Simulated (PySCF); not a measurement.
Si(H)2(Cl)(NH2) (ClH₄NSi), SMILES N[SiH2]Cl.

The structure is a stationary point at ωB97X-D3(BJ)/def2-TZVP. Other conformers were not sampled.

Vertical ionisation energy (IE) and electron affinity (EA) in eV. Rows of orbital energies are one-electron estimates. Where ΔSCF, EOM or ADC give a negative EA the extra electron is unbound and the value depends on the basis.

| level | IE | EA |
|---|---|---|
| −ε(HOMO), −ε(LUMO), PBE0/def2-TZVPD (PySCF) | 8.07 | 0.09 |
| ADC(2)/aug-cc-pVDZ (PySCF) | (withheld) | (withheld) |

Problem. Complete the blanks. (Estimate from the structure and the level; the computed values follow.)

Solution. 
- ADC(2)/aug-cc-pVDZ (PySCF), IE: 9.68
- ADC(2)/aug-cc-pVDZ (PySCF), EA: -0.60

Problem. Beyond the first one, list the lowest photoelectron lines from ADC(2)/aug-cc-pVDZ (PySCF) with their pole strengths (two spins summed). (Estimate from the structure and the level; the computed values follow.)

Solution. 10.94 eV (1.82), 11.30 eV (1.81), 13.18 eV (1.84), 13.21 eV (1.81), 14.04 eV (1.77).
